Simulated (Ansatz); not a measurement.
`[NH2][K]` + H₂O → `[OH][K]` + NH₃ at 298.15 K and 1 bar (formal hydrolysis of a K–N bond).

Isolated molecules relaxed with PBE0-D4/def2-TZVP in Ansatz; ΔE leaves out vibrations. CBS: MP2 limit from def2 TZ/QZ plus the TZ coupled-cluster correction, frozen cores. This one scheme is used for every species. For K outer-core shells are correlated without core-valence functions, which leaves a few kJ/mol of doubt a bond. Scalar relativity is left out up to krypton.

```
   species  CCSD(T)/CBS energy (Eh)  H − E (kJ/mol)  S (J/(mol·K))
`[NH2][K]`               -655.33366            69.9          254.8
       H₂O                -76.37941            66.4          188.7
 `[OH][K]`               -675.23723            41.8          235.2
       NH₃                -56.50880           100.5          192.4
```

H − E and S are ideal-gas, rigid-rotor, harmonic terms from PBE0-D4/def2-TZVP. 1 Eh = 2625.50 kJ/mol, R = 8.31446 J/(mol·K).

Question: By hand: ΔE, ΔH, ΔS and ΔG.

Answer: ΔE = (-675.23723) + (-56.50880) − (-655.33366) − (-76.37941) = -0.03296 Eh = -86.5 kJ/mol. Δ(H − E) = 41.8 + 100.5 − 69.9 − 66.4 = 6.0, so ΔH = -80.5 kJ/mol. ΔS = 235.2 + 192.4 − 254.8 − 188.7 = -15.9 J/(mol·K). ΔG = -80.5 − 298.15 × (-15.9)/1000 = -75.8 kJ/mol.

Question: By hand: the equilibrium constant, and the temperature at which ΔG would vanish if ΔH and ΔS stayed fixed.

Answer: log₁₀ K = −ΔG/(RT ln 10) = 13.3. ΔG = 0 at ΔH/ΔS = 5063 K, far beyond where these terms or the molecules hold.

ΔH outweighs TΔS. A doubt of 5 kJ/mol in ΔE shifts log₁₀ K by 0.9 here. These are equilibria of isolated gas molecules and say nothing of rates. Largest T1 diagnostic: 0.011 (customary marks: 0.02 for closed shells, 0.045 for open ones).
